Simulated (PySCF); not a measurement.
C₅H₆ClF.
Cartesian coordinates in Å at the GFN2-xTB level; atoms count from 1:
```xyz
13
C5H6ClF angstrom
C      2.4477   -0.2917    0.2760
C      1.1367   -0.3274    0.0719
F      0.5932   -1.4817   -0.3840
C      0.1719    0.7432    0.2820
Cl     0.8754    2.2101    0.8946
C     -1.1461    0.7183    0.0627
C     -1.9415   -0.4318   -0.4567
H      3.0506   -1.1600    0.0819
H      2.9344    0.5935    0.6350
H     -1.6991    1.6198    0.2848
H     -1.8937   -1.2759    0.2300
H     -2.9803   -0.1413   -0.5819
H     -1.5536   -0.7747   -1.4142
```

Jobs on this species (13 atoms, 62 electrons) with PySCF (density fitting). Hardware of each: one thread of an Arm Neoverse V1, shared host. The host was shared with other jobs, so the times are rough. Peak memory is the resident size of the whole Python process, interpreter and libraries included.

| level and settings | work | basis functions | SCF cycles | wall time | peak memory |
| --- | --- | --- | --- | --- | --- |
| PW91/pcSseg-0 | shieldings | 79 | ? | ? | ? |
| PBE0/def2-SVPD | 6 singlets by full TDDFT, 2 Tamm–Dancoff triplets, polarisability | 198 | ? | ? | ? |
| PBE0/IGLO-II, fitting basis def2-universal-jkfit | shieldings, charges and field gradients | 203 | 11 | 25 s | 0.78 GiB |
| PBE0/pcSseg-1 | shieldings, charges and field gradients | 156 | 14 | 19 s | 0.72 GiB |

Q: Fill in the missing figures.

A: 
- PW91/pcSseg-0; shieldings: 9.7 s, 0.46 GiB, 16 SCF cycles
- PBE0/def2-SVPD; 6 singlets by full TDDFT, 2 Tamm–Dancoff triplets, polarisability: 31 s, 0.81 GiB, 14 SCF cycles

Q: What do all jobs in the table cost together?

A: About 85 s; the longest takes about 37 % of that, and about 3.2 times as long as the shortest.
